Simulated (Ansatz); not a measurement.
Born–Oppenheimer molecular dynamics of FH5OSn (8 atoms, charge 0, multiplicity 1). It starts at the highest image of a converged band, a first-order saddle point between two minima.

Computed with RKS PBE/def2-mTZVP in Ansatz.

```json
{
  "ensemble": "NVE (velocity Verlet)",
  "time step": "0.5 fs",
  "steps asked": "200",
  "starting velocities drawn for": "100 K",
  "seed": "4112"
}
```

First frame:

```xyz
8
Properties=species:S:1:pos:R:3
Sn -0.042 -0.753 0.476
O 0.789 0.906 -0.722
H -1.528 -1.417 -0.073
H 1.250 -1.788 -0.072
H 0.176 -0.378 2.132
H -0.191 1.404 -0.385
F -1.204 1.294 0.326
H 0.750 0.732 -1.682
```

Problem. How far do the bonds stretch over the last three quarters of this one trajectory? (Pairs bonded in most of those frames.)

Solution. 
```json
{"bond": "Sn1–O2", "mean (Å)": "2.067", "spread (Å)": "0.035", "shortest": "2.02", "longest": "2.17"}
{"bond": "Sn1–H3", "mean (Å)": "1.720", "spread (Å)": "0.012", "shortest": "1.70", "longest": "1.74"}
{"bond": "Sn1–H4", "mean (Å)": "1.733", "spread (Å)": "0.013", "shortest": "1.71", "longest": "1.76"}
{"bond": "Sn1–H5", "mean (Å)": "1.711", "spread (Å)": "0.012", "shortest": "1.69", "longest": "1.73"}
{"bond": "O2–H8", "mean (Å)": "0.976", "spread (Å)": "0.009", "shortest": "0.96", "longest": "0.99"}
{"bond": "H6–F7", "mean (Å)": "0.992", "spread (Å)": "0.034", "shortest": "0.94", "longest": "1.07"}
```

Mean temperature of the second half: 359 K. The conserved energy stayed within 0.048 meV per atom of its start (net change -0.02 meV per atom), so the integration is sound. The system heated up, since it started high on the potential surface and ran downhill. A run of 0.1 ps of so small a system gives no equilibrium averages. The orbitals stay closed-shell, which can raise the energy where a bond breaks towards radicals; this wasn't checked here.

The run took 4.6 min on 2 threads of Arm Neoverse V1, on a shared host, peak memory 0.16 GiB.
